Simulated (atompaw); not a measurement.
## What one change does to a pseudopotential (silicon (Si), PAW (atompaw))

```
Element                 : silicon (Si)
Generator               : atompaw 4.2.0.5
Type                    : PAW
Functional              : PBE
Relativity              : scalar-relativistic
Frozen core             : [Ne]
Valence charge          : 4
Reference configuration : 3s1.75 3p2.25
Partial waves           : 3s (bound): rc 1.90 bohr; 3s channel at -0.15 Ry: rc 1.90 bohr; 3p (bound): rc 2.30 bohr; 3p channel at 1.6 Ry: rc 2.30 bohr
Local potential         : troulliermartins scheme with l = 2 at 0.5 Ry, radius 1.60 bohr
Core correction         : smooth core density matched at 1.90 bohr
Augmentation charge     : besselshape compensation charge, radius 2.00 bohr; PAW radius 2.30 bohr; waves and projectors: custom rrkj gramschmidtortho
```

All-electron outer shells of the reference configuration (PBE, scalar-relativistic, ld1.x):

```csv
shell,level (eV),outermost node (bohr),outermost maximum (bohr)
2s,-139.93,0.15,0.45
2p,-95.98,–,0.39
3s,-11.01,0.72,1.77
3p,-4.23,0.72,2.14
```

Change: all radii scaled by about 0.97 (s 1.84, p 2.22 bohr); local potential troulliermartins scheme with l = 2 at 0.5 Ry, radius 1.56 bohr; augmentation besselshape compensation charge, radius 1.94 bohr; PAW radius 2.22 bohr; waves and projectors: custom rrkj gramschmidtortho; core correction smooth core density matched at 1.84 bohr.

Cutoffs: the cutoffs (Ry, on a coarse ladder) from which the occupation-weighted sum of valence levels, in a spherical-Bessel basis at the reference potential, stays within 10 and 1 mRy of its value at 400 Ry; they do not see the model core or the augmentation charge, which bear on the density cutoff.

What does the change do?

The potential gets harder (8 Ry and 12 Ry → 10 Ry and 15 Ry); neither file shows a bound ghost. A smaller radius makes the pseudo-wave follow the all-electron one further in, where it bends more sharply, so more plane waves are needed.

```
                            quantity            base         changed
                       cutoff, loose            8 Ry           10 Ry
                       cutoff, tight           12 Ry           15 Ry
                        bound ghosts            none            none
lowest overlap eigenvalue by channel  s 0.37, p 0.61  s 0.38, p 0.64
```

 The cutoffs see the waves, projectors and local potential, not the compensation charge or the core.
